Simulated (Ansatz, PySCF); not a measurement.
C2H9ClOSi2, SMILES CCO[SiH2][SiH2]Cl. Atoms are numbered in the order given.

```xyz
15

C      0.6317     4.0248     0.0000
C     -0.4690     2.9818     0.0000
O      0.1121     1.6859     0.0000
Si    -0.7482     0.2541     0.0000
Si     0.8503    -1.4555     0.0000
Cl    -0.2349    -3.2480     0.0000
H      1.2677     3.9114    -0.8914
H      0.2047     5.0402     0.0000
H      1.2677     3.9114     0.8914
H     -1.1162     3.1066    -0.8902
H     -1.1162     3.1066     0.8902
H     -1.6238     0.1448    -1.2083
H     -1.6238     0.1448     1.2083
H      1.7153    -1.4282     1.2120
H      1.7153    -1.4282    -1.2120
```

Geometry: B3LYP-D3(BJ)/def2-SVP. The structure was generated by enumeration, and PubChem lists no compound with its InChIKey, so it may never have been made. The values are those of a single conformer.

Vertical ionisation energy (IE) and electron affinity (EA) in eV. Rows of orbital energies are one-electron estimates. Where ΔSCF, EOM or ADC give a negative EA the extra electron is unbound and the value depends on the basis.

| level | IE | EA |
|---|---|---|
| −ε(HOMO), −ε(LUMO), r2SCAN/def2-TZVP (PySCF) | 7.05 | 1.39 |
| −ε(HOMO), −ε(LUMO), PBE/def2-TZVP (PySCF) | 6.71 | 1.68 |
| ΔSCF, CAM-B3LYP/def2-SVPD (Ansatz), final states of multiplicity 2 and 2 | … | … |
| ΔSCF, PBE/def2-SVPD (Ansatz), final states of multiplicity 2 and 2 | 9.36 | -0.43 |

### Question
Fill in the missing entries. (Estimate from the structure and the level; the computed values follow.)

### Answer

- ΔSCF, CAM-B3LYP/def2-SVPD (Ansatz, a first-principles code), final states of multiplicity 2 and 2, IE: 10.15
- ΔSCF, CAM-B3LYP/def2-SVPD (Ansatz), final states of multiplicity 2 and 2, EA: -0.81

### Question
What vertical singlet–triplet gap does ΔSCF give with CAM-B3LYP/def2-SVPD (Ansatz) and with PBE/def2-SVPD (Ansatz)? (An estimate is asked for; the answer gives what the named calculation found.)

### Answer
5.63 and 4.88 eV (triplet above singlet where positive).
